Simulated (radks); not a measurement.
Lu25+, configuration [Kr] 4d10. Method: scalar-relativistic Kohn-Sham, PBE, spin-unpolarised, spherical densities, point nucleus; computed with a radial shooting solver on a logarithmic mesh with Libxc functionals.

Radial electron density D(r) = 4 pi r^2 rho(r):

r (bohr),D(r) (e/bohr)
0.00229,22.03
0.002982,31.34
0.003883,43.26
0.005056,57.45
0.006531,72.17
0.008505,85.88
0.01107,94.72
0.01442,95.99
0.01878,90.63
0.02426,85.60
0.03158,90.59
0.04113,109.2
0.05355,127.7
0.06917,126.0
0.09007,107.1
0.1173,102.2
0.1527,115.7
0.1973,103.4
0.2569,60.97
0.3345,46.35
0.4356,53.87
0.5626,37.15
0.7326,11.37
0.954,1.378
1.242,0.05402
1.605,0.0005958

D(r) has 4 maxima, at r = 0.0132, 0.0599, 0.162, 0.429 bohr, and minima at 0.0252, 0.107, 0.319 bohr, inside which lie 1.91, 11.13, 29.02 electrons.
